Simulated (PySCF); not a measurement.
## Hg: excitation energy

Hg [Xe] 4f14 5d10 6s2 (1S) → Hg [Xe] 4f14 5d9 6s2 7s1 (3D), as a difference of total energies. Calculation: PySCF 2.14, in aug-cc-pwCVDZ-PP with ECP60MDF (6s6p5d3f, 70 functions); a scalar-relativistic core potential. Correlated levels: valence: 5s2 5p6 frozen. The calculations carry no spin-orbit coupling.

| method | excitation energy (eV) |
| --- | --- |
| UHF | 11.368 |
| MP2 (valence) | 12.941 |
| SCS-MP2 (valence) | 12.799 |
| CCSD (valence) | 12.655 |
| CCSD(T) (valence) | 11.992 |

How much does correlation contribute at CCSD(T) (valence)?

11.992 − (11.368) = 0.624 eV, measured against UHF.

The upper state lies above the first ionisation limit, where it may autoionise and the basis confines it. A Rydberg-like electron needs more diffuse functions than a valence basis has.

The promoted electron is Rydberg-like, and one or two diffuse shells describe it only roughly, which tends to raise the upper state.

The coupled-cluster amplitudes are large for the upper state (T1 above 0.03 or a double amplitude above 0.15), so a single reference is strained.
